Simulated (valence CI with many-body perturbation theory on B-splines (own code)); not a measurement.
## From CI to CI+MBPT in Au⁶⁺

Calculated by valence CI with perturbative core correlation (CI+MBPT): five valence electrons over a frozen Dirac-Fock core [Xe] 4f14, radial functions for each j: 7 s, 7 p, 8 d, 6 f, 4 g, 1 h, with the one-electron correlation potential Σ1, the two-electron term Σ2, the three-electron term Σ3, Breit, model QED; selected CI, second order for the rest, scaled by the run's own slope (own B-spline code, finite nucleus).

No measured spectrum was set against this ion. As an estimate, terms of the open shell hold to 2 to 4 % of their energy, and close levels can change places; different configurations can be misplaced against each other by 1,000 to 8,000 cm⁻¹. Core correlation moves these levels by up to 15000 cm⁻¹, and in measured spectra 5 to 20 % of such shifts remained as error; rates that hang on mixing are uncertain with them. Among the levels kept, up to 1000 cm⁻¹ of a level comes from second order outside the variational space, and about a tenth of that is noise between levels of different J, which matters for small intervals. Only levels of the ground parity were solved; by the run's estimate the other parity begins above the list, which can be wrong where configurations are misplaced.

Each rung adds one term. CI alone is the Dirac-Coulomb CI over the frozen core; QED comes last and gives the full result, which names the levels. Energies are above (5d3/2^3 5d5/2^2) J=5/2 [a] on the same rung, in eV.

Levels are named by their leading jj configuration (3d3/2^4 stands for four electrons in 3d with j = 3/2), which in mixed levels can hold well under half, so a name can repeat and another be missing. Letters in brackets count levels of one name in rising energy.

```tsv
Level	CI alone	+ Σ1	+ Σ2	+ Σ3	+ Breit	Full
(5d3/2^4 5d5/2) J=5/2	2.386	2.356	2.313	2.279	2.298	2.296
(5d3/2^3 5d5/2^2) J=7/2 [a]	3.401	3.435	3.348	3.321	3.317	3.318
(5d3/2^3 5d5/2^2) J=3/2	3.424	3.456	3.494	3.460	3.462	3.462
(5d3/2^3 5d5/2^2) J=11/2	3.666	3.715	3.596	3.564	3.553	3.554
(5d3/2^3 5d5/2^2) J=5/2 [b]	3.703	3.772	3.752	3.723	3.709	3.712
(5d3/2^3 5d5/2^2) J=9/2	3.846	3.910	3.807	3.781	3.765	3.767
(5d3/2^3 5d5/2^2) J=1/2	3.946	4.008	4.105	4.074	4.066	4.068
(5d3/2^2 5d5/2^3) J=7/2 [a]	4.640	4.739	4.692	4.667	4.642	4.646
(5d3/2^3 5d5/2^2) J=5/2 [c]	4.781	4.865	4.932	4.907	4.889	4.892
(5d3/2^2 5d5/2^3) J=11/2	5.455	5.572	5.419	5.376	5.346	5.350
(5d3/2^3 5d5/2^2) J=7/2 [b]	5.472	5.544	5.504	5.442	5.430	5.432
(5d3/2^2 5d5/2^3) J=1/2 [a]	5.295	5.436	5.516	5.489	5.454	5.460
(5d3/2^2 5d5/2^3) J=3/2 [a]	5.383	5.501	5.643	5.617	5.588	5.594
(5d3/2^2 5d5/2^3) J=9/2 [a]	5.787	5.892	5.820	5.782	5.758	5.762
(5d3/2^2 5d5/2^3) J=3/2 [b]	5.689	5.804	5.941	5.894	5.868	5.873
(5d3/2^2 5d5/2^3) J=13/2	6.066	6.207	6.025	5.981	5.941	5.946
(5d3/2^2 5d5/2^3) J=5/2 [a]	6.054	6.193	6.241	6.212	6.180	6.186
(5d3/2^2 5d5/2^3) J=9/2 [b]	6.830	6.972	7.017	6.962	6.926	6.932
(5d3/2^2 5d5/2^3) J=5/2 [b]	6.831	7.008	7.152	7.107	7.060	7.069
(5d3/2^2 5d5/2^3) J=7/2 [b]	7.034	7.187	7.151	7.121	7.082	7.088
(5d3/2 5d5/2^4) J=5/2 [a]	7.358	7.535	7.624	7.580	7.531	7.540
(5d3/2 5d5/2^4) J=3/2 [a]	7.461	7.644	7.736	7.662	7.617	7.625
(5d3/2^2 5d5/2^3) J=7/2 [c]	7.591	7.775	7.904	7.872	7.824	7.832
(5d3/2^2 5d5/2^3) J=1/2 [b]	7.944	8.093	8.126	8.089	8.056	8.063
(5d3/2 5d5/2^4) J=7/2 [a]	8.109	8.327	8.426	8.360	8.296	8.307
(5d3/2 5d5/2^4) J=9/2	8.341	8.549	8.587	8.538	8.481	8.490
(5d3/2 5d5/2^4) J=11/2	8.401	8.646	8.722	8.658	8.585	8.596
(5d3/2 5d5/2^4) J=3/2 [b]	8.925	9.107	9.252	9.202	9.157	9.165
(5d3/2 5d5/2^4) J=5/2 [b]	9.239	9.505	9.766	9.666	9.589	9.602
(5d3/2^2 5d5/2^3) J=9/2 [c]	10.030	10.231	10.208	10.150	10.098	10.107
(5d5/2^5) J=5/2	9.825	10.081	10.211	10.172	10.104	10.116
```

Q: How does the ionisation energy move along the ladder, and which term matters most?

A: CI alone 91.646, + Σ1 92.994, + Σ2 94.208, + Σ3 94.182, + Breit 94.226, + QED 94.230 eV. The largest step is Σ1, 1.349 eV, with Σ2 about as large (1.214). NIST lists 94 ± 2 eV (theoretical).
